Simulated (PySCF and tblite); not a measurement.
Values are calculated unless marked as measured or tabulated.
System: pivalic acid, C5H10O2, numbered as in [CH3:1][C:2]([CH3:3])([CH3:4])[C:5](=[O:6])[OH:7].

For the shift of H on O7 from O7 to O6: electronic barrier 32.01 kcal/mol, zero-point change -3.19 kcal/mol, thermal and entropy terms at 298.15 K a further -0.20 kcal/mol (symmetry numbers apart). The minimum is Cs, the saddle Cs. Geometries: B3LYP-D3(BJ)/def2-SVP; energies: PBE0/pcSseg-1 + D3(BJ); zero-point and thermal terms from GFN2-xTB harmonic modes (soft modes blended into free rotors). Rate constants are transition-state-theory values, counting equivalent paths, without tunnelling. Programs: tblite and PySCF.

How many equivalent paths lead out of the minimum?

2: the symmetry number of the minimum is 1, that of the saddle displaced along its mode 1, and the displaced saddle is chiral while the minimum is not, which doubles the count.

Work out the rate at 298.15 K.

ΔG‡ = 28.62 kcal/mol; k_B T/h = 6.2×10¹² s⁻¹; exp(−ΔG‡/RT) = 1.1×10⁻²¹; times 2 gives k = 1.3×10⁻⁸ s⁻¹.

Tunnelling of the moving H, left out here, will speed the real process. In real samples such hydrogens mostly exchange between molecules or through solvent, far faster than by this path.
